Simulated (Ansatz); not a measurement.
Molecule: methylidenecyclohexane, C7H12, net charge 0, singlet state. SMILES: C=C1CCCCC1
Structure (B3LYP-D3(BJ)/def2-TZVP (Ansatz, a program for electronic structure) minimum search):
```
C
C 1 1.3295
H 2 1.0835 1 121.52
H 2 1.0835 3 116.95 1 179.69
C 1 1.5050 2 122.87 3 -178.95
H 5 1.0913 1 110.48 2 1.13
H 5 1.0974 6 107.12 1 118.44
C 1 1.5050 2 122.87 3 -1.37
H 8 1.0913 1 110.48 2 -1.13
H 8 1.0974 9 107.12 1 -118.44
C 5 1.5364 6 110.76 7 118.01
H 11 1.0927 5 109.89 6 -60.77
H 11 1.0947 12 106.92 5 -118.00
C 11 1.5291 12 110.43 13 -118.81
H 14 1.0928 11 110.19 12 59.85
H 14 1.0961 15 106.60 11 118.35
C 14 1.5291 15 110.19 16 118.35
H 17 1.0927 14 110.43 15 -59.85
H 17 1.0947 18 106.92 8 118.00
```
Charge 0, spin multiplicity 1.

Property: vertical ionisation energy (to the doublet state of charge +1; each state is the SCF solution reached for its spin), in eV. Valence correlation only, unless marked. Open shells are spin-unrestricted. No spin-orbit coupling. No relativistic terms. 

```csv
level,program,vertical ionisation energy (eV)
HF/aug-cc-pVTZ,Ansatz,7.71
PBE/def2-TZVPD,Ansatz,8.79
r2SCAN/def2-TZVPD,Ansatz,8.76
CAM-B3LYP/def2-TZVPD,Ansatz,9.02
wB97M-V/def2-TZVPD,Ansatz,9.04
wB97X-V/def2-TZVPD,Ansatz,9.03
RI-MP2/aug-cc-pVTZ,Ansatz,9.43
SCS-MP2/aug-cc-pVDZ,Ansatz,9.26
CCSD/aug-cc-pVDZ,Ansatz,9.07
```
